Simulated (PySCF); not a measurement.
GeHO, SMILES [OH+]=[Ge] (connectivity only; charge and spin as stated), charge +1, multiplicity 1.

Geometry optimised at PBE0-D3(BJ)/def2-TZVP. The isomer is the one that the SMILES or the coordinates give; other isomers of the formula were not compared.

Two levels are set side by side: TDA-PBE/def2-TZVPD (PySCF) and TDA-B3LYP/def2-TZVPD (PySCF). Vertical, same geometry. The lowest singlet is HOMO→LUMO 50 %, HOMO−1→LUMO+1 50 % with PBE and HOMO→LUMO 50 %, HOMO−1→LUMO+1 50 % with the other functional; states are paired by order. Differences are taken from unrounded values.

```json
[
 {"quantity": "lowest singlet excitation (eV)", "TDA-B3LYP": "6.14", "TDA-PBE": "5.87", "TDA-PBE minus TDA-B3LYP": "-0.26"},
 {"quantity": "lowest triplet excitation (TDA) (eV)", "TDA-B3LYP": "5.49", "TDA-PBE": "5.22", "TDA-PBE minus TDA-B3LYP": "-0.27"},
 {"quantity": "first bright state (f over 0.05) (eV)", "TDA-B3LYP": "8.01", "TDA-PBE": "7.94", "TDA-PBE minus TDA-B3LYP": "-0.07"},
 {"quantity": "its oscillator strength", "TDA-B3LYP": "0.25", "TDA-PBE": "0.23", "TDA-PBE minus TDA-B3LYP": "-0.02"}
]
```

A lower first singlet is the usual sign of a functional without exact exchange. Differences between two approximate levels are no errors against the true value.

Rough cost on one machine, each run with all the roots and properties that it gave: TDA-B3LYP against TDA-PBE within a factor of 2.
